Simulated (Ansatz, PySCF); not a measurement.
System: sum formula SiN₃H₅F (charge 0, doublet). It need not be the lowest isomer of its formula. 
Structure (B3LYP-D3(BJ)/def2-TZVP (Ansatz, a program for electronic structure) minimum search):
SMILES: [NH][Si](N)(N)F
```xyz
10

Si     0.0386    -0.0061     0.0172
F     -0.1452    -0.7393     1.4292
N      1.5560    -0.5818    -0.5980
N     -0.0243     1.6930     0.1123
N     -1.2717    -0.5499    -0.9276
H      2.0217     0.0365    -1.2641
H     -0.8224     2.1580     0.5178
H      0.8163     2.2340     0.2360
H     -1.4955    -0.1076    -1.8041
H     -1.5738    -1.5107    -0.8962
```
Charge 0, spin multiplicity 2.

Dipole moments at this geometry, in debye (magnitudes).

| level | program | dipole (D) |
|---|---|---|
| revPBE/def2-TZVPD | Ansatz | 3.10 |
| PBE0/def2-TZVPD | PySCF | 3.05 |
| r2SCANh/def2-TZVPD | Ansatz | 3.06 |
| r2SCAN0/def2-TZVPD | Ansatz | 3.06 |
| LC-wPBE/def2-TZVPD | Ansatz | 3.06 |
| CCSD(T)/aug-cc-pV(D+d)Z | Ansatz | 2.98 |
